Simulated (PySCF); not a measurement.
H3F2InO2, singlet at its CAM-B3LYP/def2-SVP optimised geometry (Å):

```
8

In    -0.6241     0.0235     0.0000
F     -1.5658    -1.6239    -0.5740
F     -1.7282     1.6239     0.0000
O      1.3535     0.0235     0.0000
H      1.7282     0.9055    -0.1177
O     -1.0746    -1.1661     1.8886
H     -0.3222    -1.5622     2.3518
H     -1.4712    -1.8634     1.3210
```

Calculation: CAM-B3LYP/def2-TZVP, def2 effective core potentials past Kr run with PySCF. The core electrons that the potentials of In replace are not part of the density. Cells within 0.4 Å of a nucleus heavier than hydrogen are left out (blank, or x).

Map of the log10 of the electron density (e/bohr³), floored at −4 on the plane z = 1.5 Å:

```
|00000000000000000000000000000|
|00000000000000000000000000000|
|00000000000000000000000000000|
|00000000000000000000000000000|
|00000001111000000000000000000|
|00000112222100000000000000000|
|00001223332210000000000000000|
|00001233333221100000000000000|
|00001233433322111111000000000|
|00001233433332222222110000000|
|00001233333333322222221000000|
|00001223334433333333322100000|
|00001123344444433444332100000|
|00000123445554444444433210000|
|00001234556655444444433210000|
|00001235667766544444433210000|
|00001345788876544444332100000|
|00002346799987644333322100000|
|0000235689x987653322221000000|
|00012356899987653221110000000|
|00002356899876543210000000000|
|00002346788766542100000000000|
|00001345676654432100000000000|
|00000234555443321000000000000|
|00000123333332110000000000000|
|00000011222211000000000000000|
|00000000000000000000000000000|
|00000000000000000000000000000|
|00000000000000000000000000000|
```
Scale: ten equal steps from -4.00 (start of '0') to -0.228 (end of '9'), in the order '0123456789'; x runs from -4.00 to 4.00, y from -4.00 (bottom) to 4.00 (top).
